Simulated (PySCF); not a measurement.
FH6NOSi2, SMILES N([SiH3])[Si@@H](F)O. Coordinates come from a PBE-D3(BJ)/def2-SVP optimisation. The structure was generated by enumeration; whether it is a known compound was not checked. One conformer was computed; it need not be the lowest.

Computed equilibrium geometry at PBE-D3(BJ)/def2-SVP (PySCF confirms it by a frequency run) as a Z-matrix (one conformer of several):
```
N
H 1 1.0272
Si 1 1.7327 2 115.04
F 3 1.6323 1 112.42 2 -68.35
O 3 1.6672 4 102.71 1 -119.47
H 5 0.9723 3 114.58 4 167.65
Si 1 1.7602 2 115.75 3 -170.95
H 3 1.4916 4 107.59 5 -122.07
H 7 1.5011 1 106.94 2 -177.58
H 7 1.5061 9 109.60 1 -119.95
H 7 1.5066 9 109.24 10 -117.64
```
Charge 0, spin multiplicity 1.
